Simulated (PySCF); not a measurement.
## Property card for `CC(C)(C)[C@@](Cl)(CF)CCF`

Compound: C₈H₁₅ClF₂.
Atom-mapped SMILES: `[CH3:1][C:2]([CH3:3])([CH3:4])[C@@:5]([Cl:6])([CH2:7][F:8])[CH2:9][CH2:10][F:11]` (hydrogens: H12, H13, H14 on C1; H15, H16, H17 on C3; H18, H19, H20 on C4; H21, H22 on C7; H23, H24 on C9; H25, H26 on C10)

Structure used (PBE0-D3(BJ)/def2-SVP), in Å, numbered top down from 1:
```xyz
26
C8H15ClF2 angstrom
C     -1.8137    0.8841   -2.8550
C     -1.0645    0.1053   -1.7660
C     -1.2479   -1.3918   -2.0383
C     -1.7157    0.4332   -0.4129
C      0.4627    0.4774   -1.7473
Cl     1.1578    0.1573   -3.4086
C      0.6612    1.9684   -1.5004
F      1.9791    2.3274   -1.6024
C      1.2569   -0.3803   -0.7613
C      2.7516   -0.1434   -0.6499
F      3.2768   -1.1618    0.1150
H     -1.8408    1.9661   -2.6591
H     -2.8580    0.5399   -2.8932
H     -1.3645    0.7223   -3.8442
H     -2.3186   -1.6115   -2.1638
H     -0.8822   -2.0149   -1.2101
H     -0.7273   -1.6943   -2.9580
H     -1.6922    1.5081   -0.1801
H     -2.7748    0.1367   -0.4459
H     -1.2528   -0.1125    0.4217
H      0.3169    2.2185   -0.4832
H      0.0909    2.5604   -2.2296
H      0.8128   -0.2633    0.2399
H      1.1355   -1.4364   -1.0389
H      2.9930    0.8136   -0.1660
H      3.2250   -0.1616   -1.6433
```

Structural features include: C–F bond and C–Cl bond.

PBE0-D3(BJ)/def2-SVP geometry optimisation, gas phase (PySCF):

```yaml
Point_group: C1
Rotational_constants_A_B_C: 1.145, 0.680, 0.616 GHz
```

From wB97X-D/def2-SVPD ground state and vertical TDDFT (core frozen in the response) (PySCF):

```yaml
Dipole_moment: 3.90 D
HOMO_energy: -10.38 eV
LUMO_energy: 1.76 eV
HOMO–LUMO_gap: 12.14 eV
Lowest_singlet_excitation: 7.17 eV (173 nm, f = 0.001)
Strongest_line_among_the_10_lowest_singlet_transitions: S7 at 9.08 eV (137 nm, f = 0.075)
Lowest_triplet_excitation_Tamm–Dancoff: 6.55 eV
Static_isotropic_polarisability: 109.8 au
Electronic_spatial_extent_⟨r²⟩_about_the_centre_of_nuclear_charge: 2146 bohr²
```

From PBE0/pcSseg-1 ground state and GIAO shieldings, non-relativistic (PySCF):

```yaml
Lowest_Hirshfeld_atomic_charge: -0.13 e on F11
Highest_Hirshfeld_atomic_charge: +0.06 e on C5
13C_chemical_shifts_computed_TMS_as_zero_by_class: 88.1 (C7), 84.2 (C5), 82.5 (C10), 39.7 (C9), 38.6 (C2), 27.3 (C1/C3/C4) ppm
1H_chemical_shifts_computed_TMS_as_zero_by_class: 4.87 (H26), 4.82 (H25), 4.60 (H22), 4.49 (H21), 2.13 (H23), 2.11 (H24), 1.10 (H12/H13/H14/H15/H16/H17/H18/H19/H20) ppm
Isotropic_shieldings_of_nuclei_other_than_C_and_H_by_class: 417 (F11), 419 (F8), 783 (Cl6) ppm
Mayer_bond_orders_between_heavy_atoms: C1–C2 1.03, C2–C3 1.02, C2–C4 1.00, C2–C5 0.91, C5–Cl6 1.06, C5–C7 0.94, C7–F8 0.89, C5–C9 0.95, C9–C10 1.06, C10–F11 0.87
```

Monoisotopic mass from the formula: 184.0830 u.

No computed singlet falls in the visible range (750 to 380 nm, 1.65 to 3.26 eV); S1 lies 3.91 eV above its blue end. The vertical singlet–triplet gap S1 − T1 is 0.62 eV (TDDFT singlet less Tamm–Dancoff triplet; S1: HOMO→LUMO, weight 0.60; T1: HOMO→LUMO, weight 0.53). The largest Löwdin shares of the HOMO are 0.62 on Cl6, 0.09 on C5 and 0.06 on C2. The 10 singlets span 7.17 to 9.37 eV, and their oscillator strengths add up to 0.29. The rotational constants make it an asymmetric top with κ = (2B − A − C)/(A − C) = -0.76, nearer the prolate limit (−1). The polarisability is 16.27 Å³ as a volume (1 au = 0.148185 Å³), or 1.12 au for each of the 98 electrons.

One conformer (not necessarily the lowest) at the PBE0-D3(BJ)/def2-SVP geometry, without solvent or vibrations. NMR classes are plain means over equivalent atoms (diastereotopic ones count apart unless rotation or inversion swaps them), as if these changed places fast; in this geometry the members of some classes differ.
